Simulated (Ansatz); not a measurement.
Start from `ClC1=CB1` and change one atom or group to get `OCC1=CB1`.

Ansatz, PBE0-D4/def2-TZVP geometries, multiplicity 1. Each molecule was computed in one conformer, which needn't be the lowest.

| property | `ClC1=CB1` |
| --- | --- |
| LUMO energy (ωB97M-V/def2-TZVPP) / eV | 1.73 |
| HOMO energy (PBE/def2-TZVPP) / eV | -6.78 |
| size of the dipole moment (PBE/def2-TZVPP) / D | 0.93 |
| LUMO energy (PBE0/def2-TZVPP) / eV | -0.48 |
| HOMO energy (ωB97M-V/def2-TZVPP) / eV | -10.35 |
| HOMO–LUMO gap (PBE/def2-TZVPP) / eV | 5.21 |

(1) Give the same properties after the change, and the shifts. (Estimate.)

## Answers

(1) Computed: 
| property | `OCC1=CB1` | shift |
| --- | --- | --- |
| LUMO energy (ωB97M-V/def2-TZVPP) / eV | 1.82 | 0.09 |
| HOMO energy (PBE/def2-TZVPP) / eV | -6.36 | 0.42 |
| size of the dipole moment (PBE/def2-TZVPP) / D | 1.39 | 0.46 |
| LUMO energy (PBE0/def2-TZVPP) / eV | -0.33 | 0.15 |
| HOMO energy (ωB97M-V/def2-TZVPP) / eV | -10.25 | 0.10 |
| HOMO–LUMO gap (PBE/def2-TZVPP) / eV | 4.93 | -0.28 |

With PBE0 the HOMO rises by 0.20 eV and the LUMO rises by 0.15 eV, so the gap narrows by about 0.05 eV. PBE moves the HOMO by 0.42 eV and ωB97M-V by 0.10 eV. The zero-point energy changes by 109.8 kJ/mol with +12 modes. Dipoles are sizes alone; their direction can turn.
